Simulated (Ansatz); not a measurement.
A structure relaxed at PBE0-D4/def2-SVPD in Ansatz, charge -1, singlet:

```
atom   x (Å)   y (Å)   z (Å)
 Ta1   2.083  -1.138   0.153
 Pt2   1.548   1.081  -0.036
 Pt3  -0.198   2.948   0.265
 Pt4  -0.938   0.502  -0.025
 Pt5  -0.076  -1.886   0.306
 Pt6  -2.419  -1.506  -0.663
```

Question: Give its formula.

Answer: TaPt5⁻.

Question: Summarise the bond lengths by kind (pairs closer than 1.2 times the sum of covalent radii, bridged metal pairs left out).

Answer: 6 × Pt–Pt 2.55 to 2.58 Å; 3 × Pt–Ta 2.29 to 3.44 Å.

In the def2 sets Pt, Ta take a core potential; there is no spin–orbit coupling. The restricted singlet is unstable towards broken spin symmetry at other levels; at PBE0-D4/def2-SVPD this wasn't settled. The relaxation made no stability test and no search for a lower SCF solution. No other spin state of charge -1 was run. Another isomer (singlet) lies 0.20 eV lower at PBE0-D4/def2-TZVPD; other spin states weren't run for this one.
